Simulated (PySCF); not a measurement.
Species: C₂H₁₀OS₂Si₂.
SMILES: `C[SiH2]CS[Si@@H](O)S`

Level of theory: TDDFT wB97X-D/def2-SVPD, vertical, gas phase, core orbitals frozen in the response (PySCF 2.14.0, density-fitted response routines). Geometry: GFN2-xTB, one conformer, isolated molecule.

Computed states:

```json
{"state": "S1", "E (eV)": "5.77", "f": "0.0002"}
{"state": "S2", "E (eV)": "6.15", "f": "0.0009"}
{"state": "S3", "E (eV)": "6.44", "f": "0.0036"}
{"state": "S4", "E (eV)": "6.64", "f": "0.050"}
{"state": "S5", "E (eV)": "6.81", "f": "0.052"}
{"state": "S6", "E (eV)": "7.17", "f": "0.016"}
{"state": "S7", "E (eV)": "7.21", "f": "0.019"}
{"state": "S8", "E (eV)": "7.34", "f": "0.0044"}
```

Broadening: Gaussians 0.3 eV wide at half height, area fixed by f = 4.319×10⁻⁹ ∫ε dν̃. The width is an assumption, not a result. The curve ends short of the highest state used, and states not computed would add to its high-energy end.

Question: Give the broadened spectrum and its maxima.

Answer: 
(E (eV), ε (L mol⁻¹ cm⁻¹)): (5.32, 0), (5.36, 0), (5.40, 0), (5.44, 1), (5.48, 1), (5.53, 3), (5.57, 5), (5.61, 8), (5.65, 11), (5.69, 15), (5.73, 17), (5.77, 19), (5.81, 20), (5.85, 21), (5.89, 23), (5.93, 28), (5.97, 38), (6.01, 52), (6.05, 68), (6.09, 85), (6.13, 102), (6.17, 121), (6.22, 160), (6.26, 223), (6.30, 336), (6.34, 533), (6.38, 854), (6.42, 1345), (6.46, 2039), (6.50, 2937), (6.54, 3988), (6.58, 5090), (6.62, 6104), (6.66, 6898), (6.70, 7366), (6.74, 7447)

Maxima: 184 nm (6.73 eV), ε about 7500, made up of S4 (48%) and S5 (52%) (ε in L mol⁻¹ cm⁻¹; maxima over ε = 5, shares over 10%).

Question: What would ε be at 6.73 eV, the highest of these maxima, with half the width (0.15 eV)?

Answer: About 7920 L mol⁻¹ cm⁻¹ against 7460, a factor of about 1.1; a lone state at its own centre would give exactly 2.

Question: Coming from long wavelengths, where does ε first pass 100 L mol⁻¹ cm⁻¹?

Answer: At about 202 nm (6.13 eV), 0.35 eV above S1.

Question: On this curve, what absorbance would a 10⁻⁵ mol/L sample give at 222 nm over a 1 cm path?

Answer: 222 nm is 5.585 eV, where ε is about 6.1 L mol⁻¹ cm⁻¹, so A = ε c l ≈ 6.1e-05 (Beer–Lambert, with the gas-phase spectrum and the assumed width).
